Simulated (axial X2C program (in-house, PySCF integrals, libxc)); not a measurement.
# Potential curves of BiO⁻, scalar-relativistic

All values were computed with an in-house relativistic program for diatomic molecules. Spin-free means the one-electron spin-free X2C Hamiltonian. Basis: Bi dyall-acv3z [13s15p11d7f1g], O dyall-av3z [7s6p3d2f] (cores contracted in-house); Gaussian nuclei, density fitting, unrestricted open shells. Masses: Bi 208.980 u, O 15.995 u.

State: M_S = 1, Λ = 0 (beyond evenly filled blocks: π+α, π-α). Energies in cm⁻¹ from the fragments at the same level (Bi + O-). Fits are polynomials in 1 − R0/R over 0.85 to 1.23 times the lowest point R0.

| R (Å) | PBE0 | r2SCAN |
| --- | --- | --- |
| 1.8100 | -26786 | -27425 |
| 1.8697 | -28805 | -29622 |
| 1.9293 | -29681 | -30670 |
| 1.9890 | -29705 | -30860 |
| 2.0586 | -28941 | -30283 |
| 2.1282 | -27574 | -29099 |
| 2.2177 | -25240 | -26993 |

The state is a single determinant with fixed occupations, the lowest that a limited PBE0 search found. Dissociation energies refer to the lowest single-determinant-based atoms at the same level and basis. PBE0 can misorder states that lie within some tenths of an eV, so this need not be the ground state of the molecule. The nearest other spin-free determinant of the search, M_S = 0, Λ = 2, lies 0.60 eV up at the distance of the search. The highest occupied level of some functionals is positive through self-interaction error; at Hartree–Fock it is bound. Spin–orbit coupling changes these values markedly for this molecule (Re by over 0.02 Å or De by over 0.25 eV), so the spin-free numbers are a model.

**Question.** Fit the PBE0 curve near its minimum: give the equilibrium distance, the harmonic wavenumber and the well depth.

**Answer.** At PBE0, spin-free: Re = 1.960 Å, ωe ≈ 682 cm⁻¹, De = 3.69 eV to Bi + O-; Be follows as 0.295 cm⁻¹.

**Question.** Fit the r2SCAN curve near its minimum: give the equilibrium distance, the harmonic wavenumber and the well depth.

**Answer.** At r2SCAN, spin-free: Re = 1.974 Å, ωe ≈ 661 cm⁻¹, De = 3.83 eV to Bi + O-; Be follows as 0.291 cm⁻¹.
